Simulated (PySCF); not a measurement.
C₅H₄O₃.
Geometry (PBE0-D3(BJ)/def2-SVP, Å), atoms numbered from 1 in this order:
```
atom  x, y, z in Å
O1     2.1227   -1.1431    0.9058
C2     1.5640   -0.2375    0.3387
O3     2.2173    0.8257   -0.1530
C4     0.1178   -0.1599    0.1020
C5    -0.6451    0.8525   -0.5692
C6    -1.9369    0.4339   -0.5100
O7    -2.0200   -0.7506    0.1439
C8    -0.7849   -1.1050    0.5100
H9     3.1543    0.6841    0.0503
H10   -0.2631    1.7614   -1.0262
H11   -2.8751    0.8464   -0.8707
H12   -0.6677   -2.0407    1.0501
```

Level: wB97X-D/def2-SVPD in PySCF, non-relativistic, on one gas-phase PBE0-D3(BJ)/def2-SVP geometry that isn't relaxed in the solvent. The solvent is an IEF-PCM continuum (cavity from Bondi-type radii × 1.2), and excitations are vertical TDDFT with non-equilibrium linear response and a frozen core. Only the electrostatic response of the medium enters.

```csv
run,E − E(gas) (kJ/mol),HOMO (eV),HOMO–LUMO gap (eV),dipole (D),lowest singlet (eV),static polarisability (au)
gas,0.00,-9.05,9.72,2.05,5.46,66.2
P,-23.32,-8.98,9.63,2.48,5.46,81.6
Q,-32.48,-8.97,9.60,2.66,5.45,89.3
```

Task: The runs were made in chloroform and water. Which run belongs to which solvent?

Result: P = chloroform, Q = water. The dielectric constants are 4.711 (chloroform), 78.36 (water), and the energy falls further as ε rises. The optical constants n² used for the excitations are 2.09, 1.78 in the same order. In this model the ground state sees the solvent through ε alone.

Task: How constant is the ratio of the lowering to (ε − 1)/(2ε + 1)?

Result: 
```
   solvent  (ε − 1)/(2ε + 1)  E − E(gas) (kJ/mol)  ratio (kJ/mol)  polarisation term (kJ/mol)
chloroform             0.356               -23.32           -65.5                      -25.36
     water             0.490               -32.48           -66.2                      -36.47
```

The ratio changes by +1.1 % in size from chloroform to water. The polarisation term is half the interaction of the solute with the induced surface charges.

The run took about 90 s of CPU time (one thread, shared machine). This is the whole response run at wB97X-D/def2-SVPD in water, SCF included.

wB97X-D is run here without its empirical dispersion term; that term would change no orbital, density or response property at a fixed geometry.
